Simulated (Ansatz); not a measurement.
Program: Ansatz. Geometries: PBE0-D4/def2-TZVP. ΔE: electronic, gas phase. CCSD(T)/CBS is the MP2 limit (def2-TZVPP, def2-QZVPP) plus CCSD(T) − MP2 in def2-TZVPP, frozen cores. This one scheme is used for every species. Functionals use def2-TZVPP. B3LYP here is the variant with VWN-RPA as its local correlation; programs differ in this. One conformer a species, not always the lowest.

Reaction (substitution at a C–Al bond): `[NH2][AlH][CH]=S` + `C=C(O)[SiH3]` → `C=C([SiH3])OC=S` + `[NH2][AlH2]`

(1) Is it downhill or uphill in electronic energy at CCSD(T)/CBS, and by how much? (An estimate is asked.)

(2) What do these levels give: PBE-D4, ωB97X-V, r2SCAN, B3LYP, MP2/def2-TZVPP, SCS-MP2/def2-TZVPP? (An estimate is asked.)

Largest T1 diagnostic among the species: 0.016.

## Answers

(1) Computed: Uphill: ΔE = +30.6 kJ/mol.

(2) Ansatz gave: PBE-D4 14.0, ωB97X-V 17.6, r2SCAN 14.6, B3LYP 17.9, MP2/def2-TZVPP 22.2, SCS-MP2/def2-TZVPP 22.9 kJ/mol.

From PBE to PBE0 (25 % exact exchange), in def2-TZVPP and without D4, ΔE moves by +4.6 kJ/mol.
